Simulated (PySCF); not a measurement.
Radial density of Sr (strontium, neutral)

UHF, [Kr] 4d1 5s1, 5s spin antiparallel (an excited configuration). All numbers are calculated (PySCF 2.14, the spin-free X2C one-electron Hamiltonian (Gaussian nucleus), in aug-cc-pVDZ-X2C).

| r (bohr) | 4πr²ρ (e/bohr) | 4πr²(ρα − ρβ) |
| --- | --- | --- |
| 0.0286 | 47.60 | -0.0017 |
| 0.0481 | 40.36 | 0.0001 |
| 0.0809 | 46.61 | -0.0025 |
| 0.136 | 56.43 | 0.0000 |
| 0.229 | 34.27 | 0.0174 |
| 0.385 | 41.58 | 0.0063 |
| 0.648 | 20.39 | -0.0033 |
| 1.09 | 7.559 | 0.0155 |
| 1.83 | 4.167 | 0.1864 |
| 3.08 | 0.7322 | 0.0084 |
| 5.19 | 0.3151 | -0.0717 |
| 8.72 | 0.04739 | -0.0005 |
| 14.7 | 0.0006723 | 0.0005 |

Densities and radii are taken from the X2C orbitals without a picture-change correction, which distorts them close to the nucleus.

With the s spin flipped the determinant is a mixture of two multiplicities, not a spectroscopic state.
